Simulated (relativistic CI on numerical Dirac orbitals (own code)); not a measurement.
# How well does a small relativistic CI reproduce Cd II?

Calculated at this level of theory: Dirac-Coulomb-Breit CI, orbitals from a KLI potential per configuration, a model potential for QED, valence Slater integrals scaled by 0.85, P86 correlation estimate, and configurations built on the next ion tied to the tabulated ionisation energy (semi-empirical) (own radial code, finite nucleus).

Configuration list (outside the closed core [Kr]): 4d¹⁰5s, 4d¹⁰5p, 4d⁹5s², 4d¹⁰6s, 4d¹⁰5d, 4d¹⁰4f, 4d¹⁰5f, 4d¹⁰6p, 4d¹⁰7s, 4d¹⁰6d, 4d¹⁰7p, 4d¹⁰5g, 4d¹⁰7d, 4d⁹5s4f, 4d¹⁰6g, 4d⁹5s5p, 4d⁸5s5p², 4d⁹5p². Levels of other configurations are missing.

```tsv
Configuration	Term (tabulated)	J	Measured (cm⁻¹)	Computed	Error	Purity (%)
4d¹⁰5s	2S	1/2	0.0	0	0	99
4d¹⁰5p	2P°	1/2	44136.1	48094	3958	99
4d¹⁰5p	2P°	3/2	46618.6	50151	3533	99
4d⁹5s²	2D	5/2	69258.9	70081	822	96
4d⁹5s²	2D	3/2	74893.7	75538	645	96
4d¹⁰6s	2S	1/2	82990.7	83729	738	100
4d¹⁰5d	2D	3/2	89689.2	89446	-243	100
4d¹⁰5d	2D	5/2	89843.8	89568	-276	100
```

Measured levels from NIST Handbook of Basic Atomic Spectroscopic Data (Sansonetti and Martin, J. Phys. Chem. Ref. Data 34, 1559 (2005)); pairs were made by configuration, J and term (by order where the table uses no LS term), so strongly mixed levels may be paired wrongly.

Mean error by configuration (cm⁻¹): 4d¹⁰5p 3745; 4d⁹5s² 733; 4d¹⁰6s 738; 4d¹⁰5d -260. Over the excited levels the mean absolute error is 1459 cm⁻¹ (7 of the 7 excited levels that our extract of the source holds in range could be paired), and the median relative error of those above 1,000 cm⁻¹ is 0.89 %.

Transition probabilities of persistent lines. The last column rescales the computed rate by the cube of measured over computed energy:

```csv
λ measured (Å),Lower,Upper,A tabulated (s⁻¹),A computed,A rescaled
2144.41 air,4d¹⁰5s ²S1/2,4d¹⁰5p ²P°3/2,2.80e+08,6.26e+08,5.03e+08
2265.02 air,4d¹⁰5s ²S1/2,4d¹⁰5p ²P°1/2,3.00e+08,5.52e+08,4.27e+08
2572.93 air,4d¹⁰5p ²P°1/2,4d¹⁰6s ²S1/2,1.70e+08,1.39e+08,1.80e+08
2748.55 air,4d¹⁰5p ²P°3/2,4d¹⁰6s ²S1/2,2.80e+08,2.67e+08,3.39e+08
```
